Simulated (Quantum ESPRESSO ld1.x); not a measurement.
Sn38+, configuration [Ne] 3s2. All-electron calculation, scalar-relativistic Kohn-Sham, LDA (Slater exchange, Perdew-Zunger correlation), spin-polarised, spherical densities, point nucleus. Program: ld1.x of Quantum ESPRESSO 7.5. Some entries of the table are withheld. Estimate them.

orbital  occ.  eigenvalue (eV)  <1/r> (bohr^-1)
1s          2         -31336.1            53.05
2s          2         -6599.26            12.32
2p          6         -6180.72            11.83
3s          2         -2654.18            5.032
3p          0         -2524.17              (1)
3d          0              (2)            4.652
4s          0              (3)            2.715

Answer. 
(1) 3p <1/r> (bohr^-1): 4.860
(2) 3d eigenvalue (eV): -2374.12
(3) 4s eigenvalue (eV): -1416.77
